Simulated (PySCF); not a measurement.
Sn(Me)(SH) (CH4SSn), SMILES [CH3][Sn][SH] (connectivity only; charge and spin as stated), neutral, multiplicity 1.

The structure is a stationary point at r2SCAN-D4/def2-SVP. The def2 effective core potentials stand for the cores of Sn; spin–orbit coupling is left out. One conformer was computed; it need not be the lowest.

These are PySCF with TDA-LC-ωPBE/def2-SVPD values and carry that method's errors.

Vertical excitations. 

Computed UV-visible absorptions:
```
state  energy (eV)  λ (nm)      f                                                                  main pairs
-----  -----------  ------  -----  --------------------------------------------------------------------------
S1            3.12     398  0.035                                                              HOMO→LUMO 97 %
S2            4.78     259  0.002                                                            HOMO−2→LUMO 96 %
S3            4.85     255  0.008                                                            HOMO−1→LUMO 83 %
S4            5.76     215  0.377                                                            HOMO→LUMO+1 78 %
S5            6.34     196  0.017                                                          HOMO−1→LUMO+1 75 %
S6            6.49     191  0.179                                                            HOMO→LUMO+2 82 %
S7            6.73     184  0.036                                      HOMO−1→LUMO+2 50 %, HOMO−1→LUMO+5 31 %
S8            6.88     180  0.228                                                            HOMO→LUMO+3 76 %
S9            7.38     168  0.256  HOMO→LUMO+5 27 %, HOMO→LUMO+4 20 %, HOMO−2→LUMO+1 20 %, HOMO−2→LUMO+2 12 %
S10           7.83     158  0.005                                        HOMO−1→LUMO+3 45 %, HOMO−3→LUMO 36 %
T1            1.96     633      0                                                              HOMO→LUMO 96 %
T2            4.03     308      0                                                            HOMO−1→LUMO 95 %
T3            4.34     286      0                                                            HOMO→LUMO+1 82 %
T4            4.39     283      0                                                            HOMO−2→LUMO 96 %
```
Triplets are in the Tamm–Dancoff approximation.
